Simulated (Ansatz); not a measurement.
System: SbCl$_{2}$, charge 0, multiplicity 2. It need not be the lowest isomer of its formula. 
Geometry from a B3LYP-D3(BJ)/def2-TZVP (Ansatz, an electronic-structure program) optimisation:
SMILES: [Cl][Sb][Cl]
```xyz
3

Sb    -0.3350    -0.1782     0.4828
Cl    -0.3456     1.8508    -0.7281
Cl     1.3505    -1.3162    -0.7202
```
Charge 0, spin multiplicity 2.

Basis-set convergence of Hartree-Fock and MP2 correlation energies (hartree) with Ansatz. Correlated levels leave the core frozen unless marked. Open shells are spin-unrestricted. Spin-orbit coupling is left out. The frozen core is the preceding noble-gas configuration, with the filled d and f shells of earlier blocks. Past Kr the def2 sets carry scalar-relativistic core potentials.

```tsv
basis	functions	E(HF)	E(corr, MP2)
def2-SVPD	86	-1158.05509	-0.36375
def2-TZVPPD	158	…	…
```

### Question
Some entries are withheld; supply them.

### Answer

- def2-TZVPPD, E(HF): -1158.36857
- def2-TZVPPD, E(corr, MP2): -0.47276
